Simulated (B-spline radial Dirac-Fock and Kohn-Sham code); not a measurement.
# Relativistic shifts of the levels of Lu⁵⁺

System: the Lu⁵⁺ ion, [Xe] 4f12.

Both columns are ΔSCF binding energies of the configuration average from a radial atomic solver: non-relativistic Hartree-Fock with a point nucleus, and Dirac-Fock with a finite nucleus and the Coulomb interaction alone, averaged over the two j levels with weights 2j+1.

| shell | Hartree-Fock (eV) | Dirac-Fock (eV) | shift (eV) | shift (%) |
| --- | --- | --- | --- | --- |
| 1s | 58988.3 | 63700.4 | +4712.07 | +7.99 |
| 2s | 9763.2 | 11002.5 | +1239.29 | +12.69 |
| 2p | 9321.7 | 9729.1 | +407.35 | +4.37 |
| 3s | 2294.2 | 2596.3 | +302.10 | +13.17 |
| 3p | 2091.7 | 2203.3 | +111.53 | +5.33 |
| 3d | 1718.2 | 1702.1 | -16.12 | -0.94 |
| 4s | 529.6 | 602.6 | +73.00 | +13.78 |
| 4p | 445.3 | 470.3 | +25.08 | +5.63 |
| 4d | 292.6 | 288.2 | -4.36 | -1.49 |
| 4f | 98.29 | 90.26 | -8.04 | -8.18 |
| 5s | 125.2 | 137.3 | +12.08 | +9.64 |
| 5p | 97.09 | 100.0 | +2.92 | +3.01 |

Relativity binds 1s, 2s, 2p, 3s, 3p, 4s, 4p, 5s, 5p more strongly, among those listed most of all 4s in relative terms, and 3d, 4d, 4f more weakly, because the contracted s and p shells screen the nucleus better.

Values without a named source are computed, but for edge energies of neutral atoms, which are taken from tables.
